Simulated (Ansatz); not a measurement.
A nudged elastic band was laid between two geometries of B2FH3O (7 atoms, charge 0, multiplicity 1).

The calculation used RKS PBE0-D4/def2-SVP in Ansatz 0.2.0.

```json
{"movable images": "7", "climbing image": "yes", "spring": "5.0 eV/Å²", "optimiser": "quadratic models (default)", "start path": "IDPP", "force threshold": "0.05 eV/Å", "iteration limit": "60", "end points": "relaxed"}
```

Image 0:

```xyz
7
Properties=species:S:1:pos:R:3
O -0.197 0.927 -1.235
B 0.128 0.519 0.014
B -0.082 -1.122 0.457
F -1.184 -1.528 1.079
H -0.022 1.862 -1.386
H 0.601 1.330 0.796
H 0.756 -1.988 0.276
```

Image 8:

```xyz
7
Properties=species:S:1:pos:R:3
O 0.567 0.813 -1.201
B 0.029 0.534 0.008
B -0.288 -1.091 0.448
F 0.588 -1.794 1.159
H 0.685 1.757 -1.355
H -0.256 1.457 0.756
H -1.326 -1.676 0.185
```

Which bonds break or form, and what moves?

No bond is made or broken. The dihedral H6–B2–B3–H7 goes from -91 to 91°. The two ends are copies of one structure, up to a mirror image or an exchange of like atoms.

Give the energies along the band, and the barrier.

The run converged. The highest image is number 4 of 0 to 8, 1.3 kcal/mol above the ends, which have the same energy within 2 meV. A vibrational analysis at the climbing image gives one clearly imaginary mode, 66i cm⁻¹: a first-order saddle point.

```
image  path coordinate (Å)  energy (kcal/mol)  dihedral H6–B2–B3–H7 (°)
    0                 0.00                0.0                       -91
    1                 0.43                0.2                      -113
    2                 0.87                0.7                      -136
    3                 1.30                1.1                      -159
    4                 1.74                1.3                       180
    5                 2.17                1.1                       159
    6                 2.61                0.7                       136
    7                 3.04                0.2                       113
    8                 3.47                0.0                        91
```

What is the geometry of the highest image?


```xyz
7
Properties=species:S:1:pos:R:3:forces:R:3
O 0.684 0.793 -1.133 0.00 0.01 -0.01
B 0.014 0.551 0.015 -0.01 -0.02 0.02
B -0.289 -1.106 0.423 0.00 0.02 0.00
F -0.942 -1.400 1.540 0.00 0.00 0.00
H 0.820 1.732 -1.302 0.00 0.00 0.00
H -0.343 1.489 0.706 0.00 0.01 -0.01
H 0.056 -2.059 -0.250 0.00 -0.01 0.00
```

What are the harmonic wavenumbers there?

66i, 217, 400, 527, 818, 838, 949, 1000, 1107, 1197, 1315, 1448, 2553, 2585, 3882 cm⁻¹.

Run time: 83 s on 1 thread of Intel(R) Xeon(R) Platinum 8259CL CPU @ 2.50GHz (Skylake/Cascade Lake), with other jobs on the host, peak memory 0.16 GiB.
